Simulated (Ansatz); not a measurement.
ZrTe2. Total charge 0; triplet. Geometry r2SCAN-D4/def2-TZVP, that of the charge +1 doublet; atoms count from 1.

```xyz
3

Zr    0.584   -1.178   -0.752
Te    0.725    0.494    1.314
Te   -1.309    0.684   -0.562
```

In the def2 sets Te, Zr take a core potential; there is no spin–orbit coupling. The structure comes from a short search, and lower isomers may exist.

**Question.** Estimate the Mulliken populations from the PBE0/def2-TZVP orbitals of Ansatz.

**Answer.** 
| atom | charge (e) | spin (α − β) | d electrons |
| --- | --- | --- | --- |
| Zr1 | 0.51 | 2.22 | 2.70 |
| Te2 | -0.25 | -0.11 | – |
| Te3 | -0.25 | -0.11 | – |
Mulliken values and Mayer orders depend strongly on the basis.

**Question.** Where does the spin sit?

**Answer.** Summed by element: Zr 2.22, Te -0.22, of 2 unpaired in all. Largest on single atoms: Zr1 2.22, Te2 -0.11, Te3 -0.11.

**Question.** And the Mayer bond orders between bonded heavy atoms (over 0.3)?

**Answer.** Zr1–Te2 1.27 (2.66 Å); Zr1–Te3 1.27 (2.66 Å); Te2–Te3 1.05 (2.77 Å).
